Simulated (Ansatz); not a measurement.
C3H7NSi, SMILES [SiH3]N1C=CC1.

Geometry: TPSSh-D3(BJ)/def2-SVP. This is a generated structure with no PubChem entry under its InChIKey; it may be hypothetical.

Two levels are set side by side: PBE/def2-SVPD (Ansatz, a program for electronic structure) and CAM-B3LYP/def2-SVPD (Ansatz). Energy differences of separate SCF runs at the same geometry; the states with an electron removed or added have multiplicity 2 and 2. Differences are taken from unrounded values.

```csv
quantity,CAM-B3LYP,PBE,PBE minus CAM-B3LYP
vertical ionisation energy (eV),7.99,7.89,-0.09
vertical singlet–triplet gap (eV),3.65,3.71,0.06
```

Here PBE gives about what the other level gives.
